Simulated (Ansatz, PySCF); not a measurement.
F₂OTa, doublet, geometry from GFN2-xTB (such geometries of metal compounds can be far from the true shape) (the multiplicity is a formal guess) (core potentials on Ta). Base run: PySCF with REVPBE/def2-SVPD.

PySCF was given this input:
```python
from pyscf import gto, scf, dft

mol = gto.Mole()
mol.atom = '''
    Ta    0.004497   -0.001483   -0.000897
    O     1.614449   -0.532308   -0.322242
    F    -0.661223   -0.435282    1.640112
    F    -0.810314    0.920470   -1.346395
'''
mol.basis = 'def2-svpd'
mol.ecp = {'Ta': 'def2-svpd'}
mol.charge = 0
mol.spin = 1
mol.verbose = 3
mol.build()

mf = dft.UKS(mol)
mf.xc = 'revpbe'
mf.kernel()
```

The same geometry, method and basis name were run in Ansatz (a program for electronic structure) and PySCF, at each program's defaults and at the settings that a row names. The base is PySCF at its defaults. Differences at the defaults can come from grids, fitting, cores and function types together.

```csv
code and settings,ΔE vs base (mEh),basis functions,E (Eh),SCF cycles,dipole (D)
"PySCF, defaults (exact integrals, its default grid, spherical functions)",0.000,104,-331.87388,11,2.14
"Ansatz, defaults (factorised integrals, its default grid, spherical functions)",-0.006,104,-331.87389,-,-
"PySCF, density fitting with def2-universal-jkfit",-0.056,104,-331.87394,11,2.14
"PySCF, fine grid",-0.001,104,-331.87389,11,2.14
"Ansatz, high accuracy",-0.008,104,-331.87389,-,-
```

Open shells are given as the SCF converged; they aren't shown to be the lowest states, and a large step between rows can be another state.
